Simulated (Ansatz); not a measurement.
Start from `CC[Si]SC` and change one atom or group to get `CS[Si]S`.

Ansatz, PBE0-D4/def2-TZVP geometries, multiplicity 1. Each molecule was computed in one conformer, which needn't be the lowest.

```csv
property,`CC[Si]SC`
HOMO–LUMO gap (PBE0/def2-TZVPP) / eV,4.36
LUMO energy (PBE0/def2-TZVPP) / eV,-1.90
HOMO energy (PBE0/def2-TZVPP) / eV,-6.26
size of the dipole moment (PBE/def2-TZVPP) / D,2.73
HOMO–LUMO gap (B3LYP/def2-TZVPP) / eV,4.03
LUMO energy (B3LYP/def2-TZVPP) / eV,-2.06
```

Q: Give the same properties after the change, and the shifts. (An estimate is asked.)

A: Ansatz gave: 
| property | `CS[Si]S` | shift |
| --- | --- | --- |
| HOMO–LUMO gap (PBE0/def2-TZVPP) / eV | 4.91 | 0.55 |
| LUMO energy (PBE0/def2-TZVPP) / eV | -2.00 | -0.10 |
| HOMO energy (PBE0/def2-TZVPP) / eV | -6.91 | -0.65 |
| size of the dipole moment (PBE/def2-TZVPP) / D | 1.99 | -0.74 |
| HOMO–LUMO gap (B3LYP/def2-TZVPP) / eV | 4.58 | 0.55 |
| LUMO energy (B3LYP/def2-TZVPP) / eV | -2.14 | -0.08 |

With PBE0 the HOMO falls by 0.65 eV and the LUMO falls by 0.10 eV, so the gap widens by about 0.55 eV. PBE moves the HOMO by -0.65 eV and ωB97M-V by -0.60 eV. Dipoles are sizes alone; their direction can turn.

B3LYP here is the variant with VWN-RPA as its local correlation; programs differ in this.
